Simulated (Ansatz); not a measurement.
`FB[SiH2]S` + `[SiH3]Cl` → `FB[SiH2]Cl` + `[SiH3]S` at 298.15 K and 1 bar (formal exchange of groups at a B–Si bond).

Gas-phase electronic energies from Ansatz, PBE0-D4/def2-TZVP geometries. CCSD(T)/CBS adds triple-zeta CCSD(T) − MP2 to the extrapolated MP2 energy (def2 sets, frozen cores). This one scheme is used for every species. One conformer a species, not always the lowest.

```json
{"species": "`FB[SiH2]S`", "CCSD(T)/CBS energy (Eh)": "-813.90074", "H − E (kJ/mol)": "129.1", "S (J/(mol·K))": "340.9"}
{"species": "`[SiH3]Cl`", "CCSD(T)/CBS energy (Eh)": "-750.69636", "H − E (kJ/mol)": "80.1", "S (J/(mol·K))": "250.8"}
{"species": "`FB[SiH2]Cl`", "CCSD(T)/CBS energy (Eh)": "-875.32301", "H − E (kJ/mol)": "105.9", "S (J/(mol·K))": "326.3"}
{"species": "`[SiH3]S`", "CCSD(T)/CBS energy (Eh)": "-689.27336", "H − E (kJ/mol)": "102.7", "S (J/(mol·K))": "272.7"}
```

H − E and S are ideal-gas, rigid-rotor, harmonic terms from PBE0-D4/def2-TZVP, for one conformer and one mirror image of each species. 1 Eh = 2625.50 kJ/mol, R = 8.31446 J/(mol·K).

**Question.** By hand: ΔE, ΔH, ΔS and ΔG.

**Answer.** ΔE = (-875.32301) + (-689.27336) − (-813.90074) − (-750.69636) = 0.00073 Eh = 1.9 kJ/mol. Δ(H − E) = 105.9 + 102.7 − 129.1 − 80.1 = -0.6, so ΔH = 1.3 kJ/mol. ΔS = 326.3 + 272.7 − 340.9 − 250.8 = 7.3 J/(mol·K). ΔG = 1.3 − 298.15 × (7.3)/1000 = -0.9 kJ/mol.

**Question.** By hand: the equilibrium constant, and the temperature at which ΔG would vanish if ΔH and ΔS stayed fixed.

**Answer.** log₁₀ K = −ΔG/(RT ln 10) = 0.2. ΔG = 0 at ΔH/ΔS = 178 K, though so small a ΔH makes that figure unsure.

TΔS isn't small against ΔH here. The sign of ΔG lies within the doubt. A doubt of 5 kJ/mol in ΔE shifts log₁₀ K by 0.9 here. Other conformers and mirror images would add mixing entropy, several J/(mol·K) or more a flexible species. Modes under 60 cm⁻¹, often nearly free rotors, make the harmonic entropy too high. These are equilibria of isolated gas molecules and say nothing of rates. Largest T1 diagnostic: 0.014 (customary marks: 0.02 for closed shells, 0.045 for open ones).
